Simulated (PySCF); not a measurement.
## Fractional electron number in Sb²⁺ (antimony, charge +2)

The 5p alpha orbital of [Kr] 4d10 5s2 5p1 is emptied in steps (occupation f), with all orbitals relaxed, ending at [Kr] 4d10 5s2. All numbers are calculated (PySCF 2.14, a scalar-relativistic core potential, in aug-cc-pVDZ-PP with ECP28MDF). The exact energy is a straight line in f; departures are measured from the line between the end points of the same method.

```csv
f,UHF (eV),LDA (eV),PBE (eV),PBE0 (eV),r2SCAN (eV),LC-wPBE (eV),BHandHLYP (eV),wB97X (eV),BLYP (eV),HSE06 (eV)
1,0.000,0.000,0.000,0.000,0.000,0.000,0.000,0.000,0.000,0.000
0.8,0.044,-0.697,-0.674,-0.493,-0.636,-0.071,-0.337,-0.136,-0.696,-0.565
0.6,0.065,-1.045,-1.008,-0.736,-0.943,-0.101,-0.506,-0.206,-1.044,-0.846
0.4,0.065,-1.044,-1.004,-0.732,-0.928,-0.095,-0.505,-0.210,-1.042,-0.844
0.2,0.043,-0.694,-0.666,-0.484,-0.602,-0.058,-0.336,-0.142,-0.693,-0.559
0,0.000,0.000,0.000,0.000,0.000,0.000,0.000,0.000,0.000,0.000
```

**Question.** For wB97X, how does the orbital energy at f = 1 compare with the removal energy?

**Answer.** −ε = 23.752 eV against a total-energy difference of 24.589 eV. By Janak's theorem ε = ∂E/∂f, so the gap between them reflects the curvature. Along the path −ε is 24.072 (f = 0.8), 24.400 (f = 0.6), 24.745 (f = 0.4), 25.113 (f = 0.2) eV.

```tsv
method	E(f=0) − E(f=1) (eV)	−ε at f=1 (eV)	−ε at f=0.4 (eV)
UHF	24.106	24.382	24.049
LDA	24.896	20.544	25.778
PBE	24.695	20.479	25.554
PBE0	24.725	21.630	25.361
r2SCAN	24.859	20.854	25.727
LC-wPBE	24.869	24.410	24.981
BHandHLYP	24.689	22.578	25.113
wB97X	24.589	23.752	24.745
BLYP	24.641	20.295	25.520
HSE06	24.740	21.202	25.460
```

Reference removal energy between the ground levels: 25.323 eV (measured; NIST Atomic Spectra Database, ionization energies). The calculation has no spin-orbit coupling. UHF lacks correlation.
